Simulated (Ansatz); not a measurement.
Cost and result for the atomization energy of C$_{8}$H$_{10}$ (`C=CC(=C)C(=C)C=C`) (18 atoms, 17 bonds).

Cartesian coordinates in Å:
```
C 0.778 1.497 1.511
C -0.435 0.977 1.339
C -0.880 0.235 0.163
C -2.151 -0.159 0.051
C 0.098 -0.065 -0.917
C 0.063 0.615 -2.067
C 1.086 -1.119 -0.710
C 1.151 -1.919 0.351
H 1.554 1.387 0.762
H 1.028 2.049 2.409
H -1.188 1.111 2.113
H -2.497 -0.710 -0.815
H -2.874 0.060 0.829
H -0.664 1.400 -2.237
H 0.767 0.400 -2.864
H 1.804 -1.245 -1.518
H 0.452 -1.826 1.175
H 1.908 -2.690 0.426
```

Total charge 0; spin multiplicity 1. All single points use the PBE0-D4/def2-TZVP geometry. It is one conformer, not always the lowest. Program: Ansatz. All runs use 2 threads of an AMD EPYC 7R13 on a shared host and a share of an NVIDIA H100 80 GB. Times are those of one run each, without the atoms' runs, and a repeat can differ threefold. Electronic energies, without spin–orbit coupling; frozen cores. CCSD(T)/CBS adds CCSD(T) − MP2 in def2-TZVPP to the MP2 limit, and its time is that of the two runs behind it. T1 = 0.011; the RHF reference is unstable towards UHF. B3LYP takes the VWN-RPA correlation (the form of Gaussian; ORCA's B3LYP/G).

CCSD(T)/CBS is a level of theory with its own doubt, some kJ/mol a heavy atom from the limit and from the frozen cores, so smaller differences don't rank the functionals.

```
                            level  functions  wall time  atomization (kJ/mol)  difference from CCSD(T)/CBS  per bond
            r2SCANh-D4/def2-TZVPP        388      7.5 s                7960.5                          6.6       0.4
B3LYP-D4/def2-TZVPP (with forces)        388        8 s                7993.6                         39.7       2.3
             revPBE-D4/def2-TZVPP        388        9 s                8026.7                         72.8       4.3
               BLYP-D4/def2-TZVPP        388       10 s                7993.4                         39.5       2.3
               ωB97X-V/def2-TZVPP        388       10 s                7950.4                         -3.5      -0.2
                 CCSD(T)/def2-SVP        162       11 s                7683.1                       -270.8     -15.9
  PBE-D4/def2-TZVPP (with forces)        388       12 s                8213.4                        259.5      15.3
                B2PLYP/def2-TZVPP        388       14 s                7906.7                        -47.2      -2.8
              PBE-QIDH/def2-TZVPP        388       14 s                7973.7                         19.8       1.2
 ωB97M-V/def2-TZVPP (with forces)        388       15 s                7981.4                         27.5       1.6
                   MP2/def2-QZVPP        756       15 s                8030.2                         76.3       4.5
               CCSD(T)/def2-TZVPP        388       20 s                7778.3                       -175.6     -10.3
                CCSD(T)/CBS(def2)          –       35 s                7953.9                          0.0       0.0
```

At CCSD(T), def2-SVP lies −270.8 kJ/mol from the extrapolated value and def2-TZVPP −175.6 kJ/mol: correlation converges slowly with the basis, and small sets miss more of it in the bonded molecule than in its fragments. From r2SCAN to r2SCAN0 (25 % exact exchange), in def2-TZVPP and without D4, the atomization energy moves by −112.4 kJ/mol: exact exchange takes away binding that semilocal exchange gives to molecules. Leaving LDA and LC-ωPBE aside and taking each functional with its dispersion term where it has one, the values, not all of them listed here, spread over 454.2 kJ/mol, from BHLYP-D4 to PBE-D4. LDA lies +957.8 kJ/mol from PBE without D4, its usual overbinding.
